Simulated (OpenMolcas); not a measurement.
# N III: the spin-orbit constant, worked from levels

```yaml
Program: OpenMolcas
Basis: ANO-RCC-VTZP [4s3p2d1f]
Scalar_Hamiltonian: DKH2, point nucleus
Active_space: 3 electrons in 8 orbitals (2s 2p 3s 3p)
State_averaging: 2S+1 = 4 odd, 1 root; 2S+1 = 2 odd, 11 roots; 2S+1 = 4 even, 3 roots; 2S+1 = 2 even, 9 roots
Spin-orbit_coupling: state interaction with AMFI integrals over the reference wave functions, term energies averaged over their components
```

Methods: CASSCF; MS-CASPT2, IPEA 0.25 Eh, imaginary shift 0.1 Eh (closed shells correlated: 1s). Measured levels: Moore, Selected Tables of Atomic Spectra, NSRDS-NBS 3, section 5.

**The spin-orbit constant.** For the Hund term 2P* of p1, E(J) = (A/2) J(J+1) + constant and ζ = 2S·A = A. From J = 1/2 to J = 3/2 the energy changes by 1.5 A.

| Source | E(3/2) - E(1/2) | A | ζ |
| --- | --- | --- | --- |
| CASSCF | 167.5 | 111.7 | 112 |
| MS-CASPT2 | 168.2 | 112.1 | 112 |
| measured | 174.4 | 116.3 | 116 |

All in cm-1. MS-CASPT2 is off by -3.6 % and CASSCF by -4.0 %. Both methods take the spin-orbit matrix elements from the reference wave functions, so the second can move ζ only through the term energies and any multistate remixing.

Active for correlation alone: 3p 3s; no level in the range computed is led by a configuration that fills them, so any true level of that kind is missing. Computed and measured levels are paired by configuration, term and J; levels that our copy of the source lacks, or whose pairing is in doubt (as where it misses far off the trend of its configuration), stay unpaired and out of the deviations. Levels of configurations outside the active space are missing.

* marks odd parity.
